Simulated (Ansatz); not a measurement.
`C[B]1C[BH][Al]1[CH3]`, relaxed with RKS PBE0-D4/def2-TZVP in the Gaussian-basis code of Ansatz from a PBE-D4/def2-SVP geometry. The force threshold is 0.005 eV/Å; the program also tests the step.

Total charge 0; spin multiplicity 1.

Start:

```xyz
15

C    -1.772    1.344   -0.955
B    -0.436    0.682   -0.456
C     1.007    1.185   -0.903
B     1.557   -0.231   -1.048
Al    0.465   -0.997    0.568
C     0.400   -2.153    2.163
H    -1.667    2.408   -1.258
H    -2.631    1.240   -0.263
H    -2.046    0.790   -1.885
H     1.220    2.107   -1.477
H     0.749    1.454    0.221
H     1.976   -0.599   -2.130
H     0.169   -3.194    1.847
H     1.381   -2.190    2.681
H    -0.373   -1.846    2.895
```

(1) By how much does the energy fall, and how many steps does the optimiser take? (An estimate is asked.)

(2) Which bonds change most? (An estimate is asked.)

(3) Give the relaxed structure. (Best estimate.)

## Answers

(1) Computed: 0.06 eV, in 52 steps, 9 of them rejected.

(2) The calculation gave: C3–H11 from 1.185 to 1.150 Å; B4–H12 from 1.218 to 1.198 Å; C6–H13 from 1.113 to 1.093 Å; C1–H7 from 1.111 to 1.095 Å.

(3) Ansatz gave: 
```xyz
15

C    -1.759    1.421   -0.867
B    -0.453    0.672   -0.453
C     0.990    1.100   -0.946
B     1.543   -0.314   -1.104
Al    0.428   -1.042    0.516
C     0.374   -2.159    2.119
H    -1.601    2.453   -1.196
H    -2.552    1.393   -0.119
H    -2.143    0.875   -1.743
H     1.193    1.976   -1.562
H     0.894    1.414    0.156
H     1.964   -0.671   -2.167
H     0.886   -3.114    1.972
H     0.884   -1.645    2.942
H    -0.648   -2.359    2.450
```
